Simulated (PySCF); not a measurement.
A calculated (BHandHLYP, PySCF 2.14, aug-cc-pVDZ-DK, the spin-free X2C one-electron Hamiltonian (Gaussian nucleus)) atom or ion has these occupied shells.

```csv
shell,electrons,orbital energy (eV),"rms radius, mean of both spins (bohr)"
1s α,1,-8314.5,0.0624
1s β,1,-8314.3,0.0624
2s α,1,-1026.3,0.265
2s β,1,-1024.7,0.265
2p α,3,-882.56,0.238
2p β,3,-881.13,0.238
3s α,1,-134.68,0.796
3s β,1,-130.71,0.796
3p α,3,-91.996,0.848
3p β,3,-87.659,0.848
3d α,5,-24.071,1.12
3d β,3,-21.990,1.12
4s α,1,-15.205,2.75
```

Name the element and its charge.

Ni⁺ (nickel, charge +1), in [Ar] 3d8 4s1, high-spin 4F determinant (an excited configuration).
